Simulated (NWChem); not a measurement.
System: CH3Zn cation; SMILES [CH3][Zn+]

Input file for NWChem:

```
start job
memory heap 200 mb stack 900 mb global 1100 mb
charge 1
geometry units angstroms noautosym nocenter noautoz
  Zn     0.000000     0.000000    -0.461010
  C      0.000000     0.000000     1.508373
  H      0.749202     0.749202     1.798350
  H      0.274227    -1.023429     1.798350
  H     -1.023429     0.274227     1.798350
end
basis spherical
  Zn library 6-31g*
  C library 6-31g*
  H library 6-31g*
end
dft
  xc xpbe96 cpbe96
  iterations 150
end
tddft
  cis
  nroots 8
  notriplet
end
task tddft energy
```

NWChem printed, in part:

```
             Northwest Computational Chemistry Package (NWChem) 7.3.0
             --------------------------------------------------------

                             Geometry "geometry" -> ""
                             -------------------------

 Output coordinates in angstroms (scale by  1.889725989 to convert to a.u.)

  No.       Tag          Charge          X              Y              Z
 ---- ---------------- ---------- -------------- -------------- --------------
    1 Zn                  30.0000     0.00000000     0.00000000    -0.46101000
    2 C                    6.0000     0.00000000     0.00000000     1.50837300
    3 H                    1.0000     0.74920200     0.74920200     1.79835000
    4 H                    1.0000     0.27422700    -1.02342900     1.79835000
    5 H                    1.0000    -1.02342900     0.27422700     1.79835000

 Effective nuclear repulsion energy (a.u.)      76.9875982253

  pbe96 is a nonlocal functional; adding pw91lda local functional.

                                 NWChem DFT Module
                                 -----------------

 Summary of "ao basis" -> "ao basis" (spherical)
 ------------------------------------------------------------------------------
       Tag                 Description            Shells   Functions and Types
 ---------------- ------------------------------  ------  ---------------------
 Zn                          6-31g*                 12       34   5s4p2d1f
 C                           6-31g*                  6       14   3s2p1d
 H                           6-31g*                  2        2   2s

            General Information
            -------------------
          SCF calculation type: DFT
          Wavefunction type:  closed shell.
          No. of atoms     :     5
          No. of electrons :    38
           Alpha electrons :    19
            Beta electrons :    19
          Charge           :     1
          Spin multiplicity:     1
          Use of symmetry is: off; symmetry adaption is: off
          Maximum number of iterations: 150
          AO basis - number of functions:    54
                     number of shells:    24
          Convergence on energy requested:  1.00D-06
          Convergence on density requested:  1.00D-05
          Convergence on gradient requested:  5.00D-04

              XC Information
              --------------
          PerdewBurkeErnzerhof Exchange Functional  1.000
            Perdew 1991 LDA Correlation Functional  1.000 local
           PerdewBurkeErnz. Correlation Functional  1.000 non-local

             Grid Information
             ----------------
          Grid used for XC integration:  medium
          Radial quadrature: Mura-Knowles
          Angular quadrature: Lebedev.
          Tag              B.-S. Rad. Rad. Pts. Rad. Cut. Ang. Pts.
          ---              ---------- --------- --------- ---------
          Zn                  1.35      112           8.0       590
          C                   0.70       49           8.0       434
          H                   0.35       45          10.0       434
          Grid pruning is: on
          Number of quadrature shells:   296
          Spatial weights used:  Erf1

      Superposition of Atomic Density Guess
      -------------------------------------

 Sum of atomic energies:       -1816.63603947

 Renormalizing density from      39.00 to     38

      Non-variational initial energy
      ------------------------------

 Total energy =   -1788.606371
 1-e energy   =   -2620.678524
 2-e energy   =     755.084555
 HOMO         =      -0.734818
 LUMO         =      -0.450016

   convergence    iter        energy       DeltaE   RMS-Dens  Diis-err
 ---------------- ----- ----------------- --------- --------- ---------
 d= 0,ls=0.0,diis     1  -1817.8695909123 -1.89D+03  1.15D-01  9.07D+00
 d= 0,ls=0.5,diis     2  -1796.4678843709  2.14D+01  7.72D-02  1.74D+02
 d= 0,ls=0.5,diis     3  -1813.7867106280 -1.73D+01  2.41D-02  5.17D+01
 d= 0,ls=0.5,diis     4  -1816.0144133420 -2.23D+00  4.14D-02  1.72D+01
 d= 0,ls=0.5,diis     5  -1818.1544638272 -2.14D+00  6.60D-03  1.99D+00
 d= 0,ls=0.5,diis     6  -1818.2256806094 -7.12D-02  5.70D-03  1.64D+00
 d= 0,ls=0.5,diis     7  -1818.2931463710 -6.75D-02  3.50D-03  5.15D-01
  Resetting Diis
 d= 0,ls=0.5,diis     8  -1818.3185588559 -2.54D-02  2.07D-03  7.02D-02
 d= 0,ls=0.5,diis     9  -1818.3241699746 -5.61D-03  2.03D-03  1.18D-02
 d= 0,ls=0.5,diis    10  -1818.3253223295 -1.15D-03  6.38D-04  1.28D-02
 d= 0,ls=0.5,diis    11  -1818.3258870768 -5.65D-04  2.78D-04  2.10D-03
 d= 0,ls=0.5,diis    12  -1818.3260638949 -1.77D-04  1.94D-04  5.48D-04
 d= 0,ls=0.5,diis    13  -1818.3261131040 -4.92D-05  1.00D-04  1.31D-04
 d= 0,ls=0.5,diis    14  -1818.3261289024 -1.58D-05  5.44D-05  3.79D-05
 d= 0,ls=0.5,diis    15  -1818.3261339080 -5.01D-06  3.02D-05  1.33D-05
 d= 0,ls=0.5,diis    16  -1818.3261357027 -1.79D-06  1.70D-05  5.17D-06
 d= 0,ls=0.5,diis    17  -1818.3261363684 -6.66D-07  1.06D-05  2.36D-06
 d= 0,ls=0.5,diis    18  -1818.3261366806 -3.12D-07  6.54D-06  1.12D-06

         Total DFT energy =    -1818.326136827459
      One electron energy =    -2677.860399868810
           Coulomb energy =      859.639968829465
    Exchange-Corr. energy =      -77.093304013405
 Nuclear repulsion energy =       76.987598225290

 Numeric. integr. density =       38.000002880953

                       DFT Final Molecular Orbital Analysis
                       ------------------------------------

 Vector   17  Occ=2.000000D+00  E=-5.715684D-01
              MO Center=  1.5D-01,  1.5D-01,  1.4D+00, r^2= 1.6D+00
   Bfn.  Coefficient  Atom+Function         Bfn.  Coefficient  Atom+Function
  ----- ------------  ---------------      ----- ------------  ---------------
    37      0.314868  2 C  px                38      0.309515  2 C  py
    49      0.266302  3 H  s                 21      0.187481  1 Zn d  1
    19     -0.184293  1 Zn d -1              50      0.179951  3 H  s
    41      0.136885  2 C  px                42      0.134558  2 C  py
    53     -0.135129  5 H  s                 51     -0.131175  4 H  s

 Vector   18  Occ=2.000000D+00  E=-5.715680D-01
              MO Center= -1.5D-01, -1.5D-01,  1.4D+00, r^2= 1.6D+00
   Bfn.  Coefficient  Atom+Function         Bfn.  Coefficient  Atom+Function
  ----- ------------  ---------------      ----- ------------  ---------------
    38     -0.314866  2 C  py                37      0.309513  2 C  px
    51      0.231764  4 H  s                 53     -0.229481  5 H  s
    19      0.187479  1 Zn d -1              21      0.184292  1 Zn d  1
    52      0.156610  4 H  s                 54     -0.155068  5 H  s
    42     -0.136884  2 C  py                41      0.134557  2 C  px

[...]

                                NWChem TDDFT Module
                                -------------------

            General Information
            -------------------
           No. of orbitals :     108
            Alpha orbitals :      54
             Beta orbitals :      54
        Alpha frozen cores :       0
         Beta frozen cores :       0
     Alpha frozen virtuals :       0
      Beta frozen virtuals :       0
         Spin multiplicity :       1
    Number of AO functions :      54
        Use of symmetry is : off
      Symmetry adaption is : off
         Schwarz screening :  0.10D-07

              XC Information
              --------------
   PerdewBurkeErnzerhof Exchange Functional   1.00
     Perdew 1991 LDA Correlation Functional   1.00 local
    PerdewBurkeErnz. Correlation Functional   1.00 non-local

             TDDFT Information
             -----------------
          Calculation type : Tamm-Dancoff TDDFT
         Wavefunction type : Restricted singlets
          No. of electrons :      38
           Alpha electrons :      19
            Beta electrons :      19
              No. of roots :       8
          Max subspacesize :    5600
            Max iterations :     100
               Target root :       1
           Target symmetry : none
      Symmetry restriction : off
                 Algorithm : Optimal
        Davidson threshold :  0.10D-03

    8 smallest eigenvalue differences (eV)
--------------------------------------------------------
  No. Spin  Occ  Vir  Irrep   E(Occ)    E(Vir)   E(Diff)
--------------------------------------------------------
    1    1   19   20 a        -0.501    -0.365     3.691
    2    1   18   20 a        -0.572    -0.365     5.614
    3    1   17   20 a        -0.572    -0.365     5.614
    4    1   16   20 a        -0.622    -0.365     6.979
    5    1   15   20 a        -0.622    -0.365     6.979
    6    1   19   21 a        -0.501    -0.239     7.130
    7    1   19   22 a        -0.501    -0.239     7.130
    8    1   14   20 a        -0.633    -0.365     7.297
--------------------------------------------------------

  Entering Davidson iterations
  Restricted singlet excited states

  Iter   NTrls   NConv    DeltaV     DeltaE      Time
  ----  ------  ------  ---------  ---------  ---------
    1      8       0     0.20E+00   0.10+100        2.5
    2     16       0     0.12E+00   0.40E-01        2.6
    3     24       2     0.13E+00   0.14E-01        2.5
    4     30       6     0.43E-01   0.81E-02        2.2
    5     32       6     0.40E-02   0.10E-02        1.9
    6     34       7     0.20E-03   0.83E-05        2.0
    7     35       8     0.67E-04   0.29E-07        1.8
  ----  ------  ------  ---------  ---------  ---------
  Convergence criterion met

  Ground state a       -1818.326136827459 a.u.

  ----------------------------------------------------------------------------
  Root   1 singlet a              0.207779131 a.u.                5.6540 eV
  ----------------------------------------------------------------------------
     Transition Moments    X -0.00004   Y -0.00003   Z  1.77259
     Dipole Oscillator Strength                    0.4352401407
     Electric Quadrupole                           0.0000000588
     Magnetic Dipole                               0.0000000000
     Total Oscillator Strength                     0.4352401994

     Occ.   12  a   ---  Virt.   20  a        0.32374
     Occ.   17  a   ---  Virt.   22  a       -0.12932
     Occ.   18  a   ---  Virt.   21  a       -0.12936
     Occ.   19  a   ---  Virt.   20  a        0.91426
     Occ.   19  a   ---  Virt.   24  a       -0.09152
  ----------------------------------------------------------------------------
  Root   2 singlet a              0.212837333 a.u.                5.7916 eV
  ----------------------------------------------------------------------------
     Transition Moments    X -0.15123   Y  0.12156   Z -0.00012
     Dipole Oscillator Strength                    0.0053419413
     Electric Quadrupole                           0.0000000070
     Magnetic Dipole                               0.0000003663
     Total Oscillator Strength                     0.0053423145

     Occ.   17  a   ---  Virt.   20  a       -0.11655
     Occ.   18  a   ---  Virt.   20  a       -0.99228
  ----------------------------------------------------------------------------
  Root   3 singlet a              0.212837890 a.u.                5.7916 eV
  ----------------------------------------------------------------------------
     Transition Moments    X  0.12154   Y  0.15121   Z  0.00054
     Dipole Oscillator Strength                    0.0053404381
     Electric Quadrupole                           0.0000000070
     Magnetic Dipole                               0.0000003664
     Total Oscillator Strength                     0.0053408115

     Occ.   17  a   ---  Virt.   20  a        0.99228
     Occ.   18  a   ---  Virt.   20  a       -0.11655
  ----------------------------------------------------------------------------
  Root   4 singlet a              0.259150442 a.u.                7.0518 eV
  ----------------------------------------------------------------------------
     Transition Moments    X  0.00116   Y  0.00116   Z  0.00000
     Dipole Oscillator Strength                    0.0000004641
     Electric Quadrupole                           0.0000000031
     Magnetic Dipole                               0.0000000003
     Total Oscillator Strength                     0.0000004676

     Occ.   16  a   ---  Virt.   20  a        0.99989
  ----------------------------------------------------------------------------
  Root   5 singlet a              0.259150595 a.u.                7.0518 eV
  ----------------------------------------------------------------------------
     Transition Moments    X  0.00117   Y -0.00116   Z  0.00009
     Dipole Oscillator Strength                    0.0000004694
     Electric Quadrupole                           0.0000000031
     Magnetic Dipole                               0.0000000003
     Total Oscillator Strength                     0.0000004729

     Occ.   15  a   ---  Virt.   20  a       -0.99989
  ----------------------------------------------------------------------------
  Root   6 singlet a              0.270457096 a.u.                7.3595 eV
  ----------------------------------------------------------------------------
     Transition Moments    X -0.25495   Y  0.02576   Z -0.00000
     Dipole Oscillator Strength                    0.0118392605
     Electric Quadrupole                           0.0000000023
     Magnetic Dipole                               0.0000002751
     Total Oscillator Strength                     0.0118395379

     Occ.   13  a   ---  Virt.   20  a       -0.23083
     Occ.   14  a   ---  Virt.   20  a        0.93743
     Occ.   19  a   ---  Virt.   21  a       -0.21064
     Occ.   19  a   ---  Virt.   22  a       -0.14850
  ----------------------------------------------------------------------------
  Root   7 singlet a              0.270457484 a.u.                7.3595 eV
  ----------------------------------------------------------------------------
     Transition Moments    X -0.02577   Y -0.25495   Z -0.00002
     Dipole Oscillator Strength                    0.0118396345
     Electric Quadrupole                           0.0000000023
     Magnetic Dipole                               0.0000002750
     Total Oscillator Strength                     0.0118399118

     Occ.   13  a   ---  Virt.   20  a       -0.93744
     Occ.   14  a   ---  Virt.   20  a       -0.23083
     Occ.   19  a   ---  Virt.   21  a        0.14852
     Occ.   19  a   ---  Virt.   22  a       -0.21063
  ----------------------------------------------------------------------------
  Root   8 singlet a              0.293428247 a.u.                7.9846 eV
  ----------------------------------------------------------------------------
     Transition Moments    X -1.27649   Y  0.17563   Z  0.00002
     Dipole Oscillator Strength                    0.3247831462
     Electric Quadrupole                           0.0000002920
     Magnetic Dipole                               0.0000000000
     Total Oscillator Strength                     0.3247834382

     Occ.   13  a   ---  Virt.   20  a        0.05191
     Occ.   14  a   ---  Virt.   20  a       -0.24921
     Occ.   15  a   ---  Virt.   21  a       -0.05874
     Occ.   15  a   ---  Virt.   22  a       -0.06681
     Occ.   16  a   ---  Virt.   21  a        0.06680
     Occ.   16  a   ---  Virt.   22  a       -0.05874
     Occ.   19  a   ---  Virt.   21  a       -0.79051
     Occ.   19  a   ---  Virt.   22  a       -0.51576
     Occ.   19  a   ---  Virt.   25  a       -0.05631
     Occ.   19  a   ---  Virt.   26  a       -0.07034
     Occ.   19  a   ---  Virt.   28  a        0.06512

              Target root =      1
          Target symmetry = none
      Ground state energy =  -1818.326136827459
        Excitation energy =      0.207779130677
     Excited state energy =  -1818.118357696783

  stored tddft:energy   -1818.1183576967826
```

Level: PBE/6-31G* (spherical d), TDA. Structure relaxed at the PBE0/def2-SVP level.
